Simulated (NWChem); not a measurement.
Atomisation of chlorotrifluoromethane (CClF₃)

```
C
F 1 1.3263
F 1 1.3263 2 108.75
F 1 1.3263 2 108.75 3 118.28
Cl 1 1.7743 2 110.18 4 120.86
```
Charge 0, spin multiplicity 1.

The numbers come from NWChem runs, not from measurements. Structure: optimised with B3LYP/def2-SVP, a minimum by its harmonic frequencies.

Basis set: def2-TZVP. The atomisation energy is electronic alone: no zero-point, thermal, spin-orbit or counterpoise terms. No value is extrapolated to the basis-set limit. Free atoms are single determinants with multiplicities F 2, C 3, Cl 2. Correlated methods freeze the same cores in atoms and molecule, 9 orbitals in all.

Relative cost: rough, from shared machines, SCF included, PBE = 1. Costs are the molecule's.

B3LYP has NWChem's definition, with VWN1-RPA local correlation. No SCF solution was tested for a lower state. Open-shell Hartree-Fock references start from PBE0 orbitals; any time given for them includes that run.

```json
[
 {"method": "PBE", "atomisation energy (kcal/mol)": "…", "relative cost": "1"},
 {"method": "B3LYP", "atomisation energy (kcal/mol)": "…", "relative cost": "under 3"},
 {"method": "BLYP", "atomisation energy (kcal/mol)": "432.1", "relative cost": "under 3"},
 {"method": "BHandHLYP", "atomisation energy (kcal/mol)": "394.9", "relative cost": "under 3"},
 {"method": "PBE0", "atomisation energy (kcal/mol)": "436.6", "relative cost": "under 3"},
 {"method": "HF", "atomisation energy (kcal/mol)": "…", "relative cost": "under 3"},
 {"method": "M06-2X", "atomisation energy (kcal/mol)": "436.9", "relative cost": "under 3"},
 {"method": "MP2", "atomisation energy (kcal/mol)": "446.0", "relative cost": "under 3"}
]
```

Problem. Some entries are withheld; supply them.

Solution. 
- PBE, atomisation energy (kcal/mol): 460.4
- B3LYP, atomisation energy (kcal/mol): 424.1
- HF, atomisation energy (kcal/mol): 276.1
